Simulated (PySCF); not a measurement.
O2S2, SMILES S=S(=O)=O. Geometry: B3LYP-D3(BJ)/def2-SVP.

TDA-PBE/def2-SVPD in PySCF puts the lowest singlet excitations at 2.93, 3.82, 4.69, 5.00, 5.07, 5.40 eV.

### Question
What are the lowest excitation roots from ADC(2)/aug-cc-pVDZ in PySCF? (An estimate is asked for; the answer gives what the named calculation found.)

### Answer
3.36, 4.23, 4.95, 4.96, 5.34, 5.60 eV. S1 differs by 0.43 eV (second minus first; roots are paired by order, and the bases may differ).
